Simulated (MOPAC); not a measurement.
Input file for MOPAC: PM6 on C2H6OSn (SMILES C[O][Sn][CH3]).

```
PM6 1SCF PRECISE CHARGE=0 THREADS=1
C2H6OSn

C     -1.64124653 1    -0.20592132 1     0.09940468 1
O     -1.20013687 1     0.80249922 1     0.97897145 1
Sn     0.64952361 1     1.42376789 1     1.39570029 1
C      1.74105684 1     0.03613692 1     0.05127821 1
H     -2.21331736 1    -0.95704720 1     0.65439716 1
H     -2.30293105 1     0.22660628 1    -0.65863688 1
H     -0.82082199 1    -0.71605885 1    -0.41653506 1
H      1.53884400 1    -1.00363619 1     0.32085680 1
H      2.81553043 1     0.21249605 1     0.12460690 1
H      1.43349891 1     0.18115721 1    -0.98748931 1
```

The log:

```
*******************************************************************************
 **                                                                           **
 **                              MOPAC v23.2.5                                **
 **                                                                           **
 *******************************************************************************
 ** MOPAC's Digital Object Identifier: https://doi.org/10.5281/zenodo.6511958 **
 **                                                                           **
 ** Please cite the open-source release paper for use of this MOPAC version:  **
 ** J. E. Moussa and J. J. P. Stewart (2026)                                  **
 ** MOPAC: An open-source semiempirical molecular orbital program             **
 ** J. Open Source Softw., 11(119), 8025, https://doi.org/10.21105/joss.08025 **
 *******************************************************************************

                              PM6 CALCULATION RESULTS

 *******************************************************************************
 *  PM6        - The PM6 Hamiltonian to be used
 *
 *
 *
 *                 CHARGE ON SYSTEM = 0
 *
 *
 *
 *  PRECISE    - TIGHTER CRITERIA TO BE USED
 *  1SCF       - DO 1 SCF AND THEN STOP
 *  THREADS=1  - MULTI-THREADING NOT USED
 *  T=         - A TIME OF 172800.0 SECONDS REQUESTED
 *  DUMP=N     - RESTART FILE WRITTEN EVERY 7200.0 SECONDS REQUESTED
 *******************************************************************************
PM6 1SCF PRECISE CHARGE=0 THREADS=1
 C2H6OSn

   ATOM   CHEMICAL          X               Y               Z
  NUMBER   SYMBOL      (ANGSTROMS)     (ANGSTROMS)     (ANGSTROMS)

     1       C         -1.64124653  *  -0.20592132  *   0.09940468  *
     2       O         -1.20013687  *   0.80249922  *   0.97897145  *
     3      Sn          0.64952361  *   1.42376789  *   1.39570029  *
     4       C          1.74105684  *   0.03613692  *   0.05127821  *
     5       H         -2.21331736  *  -0.95704720  *   0.65439716  *
     6       H         -2.30293105  *   0.22660628  *  -0.65863688  *
     7       H         -0.82082199  *  -0.71605885  *  -0.41653506  *
     8       H          1.53884400  *  -1.00363619  *   0.32085680  *
     9       H          2.81553043  *   0.21249605  *   0.12460690  *
    10       H          1.43349891  *   0.18115721  *  -0.98748931  *



          CARTESIAN COORDINATES

    NO.       ATOM           X           Y           Z

     1         C         -1.6412     -0.2059      0.0994
     2         O         -1.2001      0.8025      0.9790
     3        Sn          0.6495      1.4238      1.3957
     4         C          1.7411      0.0361      0.0513
     5         H         -2.2133     -0.9570      0.6544
     6         H         -2.3029      0.2266     -0.6586
     7         H         -0.8208     -0.7161     -0.4165
     8         H          1.5388     -1.0036      0.3209
     9         H          2.8155      0.2125      0.1246
    10         H          1.4335      0.1812     -0.9875

 General Reference for PM6:
 "Optimization of Parameters for Semiempirical Methods V: Modification of NDDO Approximations
 and Application to 70 Elements", J. J. P. Stewart, J. Mol. Mod., 13, 1173-1213 (2007)
 URL: https://link.springer.com/article/10.1007/s00894-007-0233-4

           Empirical Formula: C2 H6 O Sn  =    10 atoms



      MOLECULAR POINT GROUP   :   Cs


      RHF CALCULATION, NO. OF DOUBLY OCCUPIED LEVELS = 12


 -------------------------------------------------------------------------------
 PM6 1SCF PRECISE CHARGE=0 THREADS=1
 C2H6OSn



     1SCF WAS SPECIFIED, SO BFGS WAS NOT USED
     SCF FIELD WAS ACHIEVED


                              PM6 CALCULATION
                                                       MOPAC v23.2.5 Linux




          FINAL HEAT OF FORMATION =        -21.00230 KCAL/MOL =     -87.87361 KJ/MOL


          COSMO AREA              =        129.66 SQUARE ANGSTROMS
          COSMO VOLUME            =        123.24 CUBIC ANGSTROMS

          IONIZATION POTENTIAL    =          8.355594 EV
          HOMO LUMO ENERGIES (EV) =         -8.356 -0.449
          NO. OF FILLED LEVELS    =         12
          MOLECULAR WEIGHT        =        164.7588         POINT GROUP:  Cs

          MOLECULAR DIMENSIONS (Angstroms)

            Atom       Atom       Distance
            H     9    H     5     5.19017
            H     8   Sn     3     2.76737
           Sn     3    H     6     2.00622


          SCF CALCULATIONS        =          1





   ATOM   CHEMICAL          X               Y               Z
  NUMBER   SYMBOL      (ANGSTROMS)     (ANGSTROMS)     (ANGSTROMS)

     1       C         -1.64124653  *  -0.20592132  *   0.09940468  *
     2       O         -1.20013687  *   0.80249922  *   0.97897145  *
     3      Sn          0.64952361  *   1.42376789  *   1.39570029  *
     4       C          1.74105684  *   0.03613692  *   0.05127821  *
     5       H         -2.21331736  *  -0.95704720  *   0.65439716  *
     6       H         -2.30293105  *   0.22660628  *  -0.65863688  *
     7       H         -0.82082199  *  -0.71605885  *  -0.41653506  *
     8       H          1.53884400  *  -1.00363619  *   0.32085680  *
     9       H          2.81553043  *   0.21249605  *   0.12460690  *
    10       H          1.43349891  *   0.18115721  *  -0.98748931  *

                             CARTESIAN COORDINATES

   1    C       -1.641246530    -0.205921320     0.099404680
   2    O       -1.200136870     0.802499220     0.978971450
   3   Sn        0.649523610     1.423767890     1.395700290
   4    C        1.741056840     0.036136920     0.051278210
   5    H       -2.213317360    -0.957047200     0.654397160
   6    H       -2.302931050     0.226606280    -0.658636880
   7    H       -0.820821990    -0.716058850    -0.416535060
   8    H        1.538844000    -1.003636190     0.320856800
   9    H        2.815530430     0.212496050     0.124606900
  10    H        1.433498910     0.181157210    -0.987489310


           Empirical Formula: C2 H6 O Sn  =    10 atoms



      MOLECULAR POINT GROUP   :   Cs


                  EIGENVALUES
 -27.80603 -23.61569 -23.45025 -16.64983 -14.92684 -14.77372 -13.37136 -13.36858
 -12.43669 -10.24850 -10.11534  -8.35559  -0.44935   1.22119   2.24314   4.47218
   5.73779   5.78099   6.18465   6.23773   6.29971   7.38414


              NET ATOMIC CHARGES AND DIPOLE CONTRIBUTIONS

  ATOM NO.   TYPE          CHARGE      No. of ELECS.   s-Pop       p-Pop
    1          C          -0.120918        4.1209     1.07728     3.04363
    2          O          -0.670570        6.6706     1.81401     4.85656
    3         Sn           0.765661        3.2343     1.82760     1.40674
    4          C          -0.811445        4.8114     1.12302     3.68843
    5          H           0.120914        0.8791     0.87909
    6          H           0.120626        0.8794     0.87937
    7          H           0.105860        0.8941     0.89414
    8          H           0.163508        0.8365     0.83649
    9          H           0.162839        0.8372     0.83716
   10          H           0.163525        0.8365     0.83647
 DIPOLE           X         Y         Z       TOTAL
 POINT-CHG.     1.921     1.362     1.083     2.592
 HYBRID        -0.521    -2.319    -2.061     3.146
 SUM            1.400    -0.957    -0.978     1.958


          ATOMIC ORBITAL ELECTRON POPULATIONS

     Atom    s        px        py        pz
    1  C   1.07728   1.08380   0.95912   1.00071
    2  O   1.81401   1.62208   1.58241   1.65207
    3 Sn   1.82760   0.45358   0.50859   0.44457
    4  C   1.12302   1.21957   1.23598   1.23288
    5  H   0.87909
    6  H   0.87937
    7  H   0.89414
    8  H   0.83649
    9  H   0.83716
   10  H   0.83647

 **********************
 *                    *
 * JOB ENDED NORMALLY *
 *                    *
 **********************




 == MOPAC DONE ==
```

The run finished.

Cost: very roughly 0.010 core-seconds.
